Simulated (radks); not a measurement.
Tm+, 68 electrons, occupied as [Xe] 4f13 6s1 (the NIST ground configuration). Calculated with a radial shooting solver on a logarithmic mesh with Libxc functionals: scalar-relativistic Kohn-Sham, BLYP, spin-unpolarised, spherical densities, finite nucleus; Fermi nuclear charge, rms radius 5.2256 fm.

Radial electron density D(r) = 4 pi r^2 rho(r):

r (bohr),D(r) (e/bohr)
0.002568,23.25
0.003014,28.81
0.003508,34.97
0.004117,42.37
0.004832,50.59
0.00567,59.40
0.006601,67.93
0.007746,76.55
0.00909,84.07
0.01067,89.71
0.01242,92.71
0.01457,93.03
0.0171,90.72
0.02007,86.86
0.02336,83.53
0.02742,82.66
0.03217,86.52
0.03776,95.65
0.04396,107.5
0.05158,119.1
0.06053,124.7
0.07104,121.0
0.0827,110.6
0.09705,98.95
0.1139,94.66
0.1336,100.6
0.1556,109.6
0.1826,110.9
0.2143,96.96
0.2514,73.73
0.2927,56.48
0.3435,52.61
0.4031,58.97
0.473,62.71
0.5507,56.76
0.6462,43.27
0.7584,29.81
0.89,20.82
1.036,16.02
1.216,12.58
1.427,9.292
1.674,6.086
1.949,3.616
2.287,1.917
2.684,1.024
3.15,0.6080
3.667,0.4001
4.303,0.2460
5.05,0.1288
5.926,0.05337
6.899,0.01779
8.096,0.004088
9.501,0.0006506

D(r) has 4 maxima, at r = 0.0137, 0.0615, 0.171, 0.466 bohr, and minima at 0.0263, 0.112, 0.330 bohr, inside which lie 1.93, 11.11, 29.65 electrons.
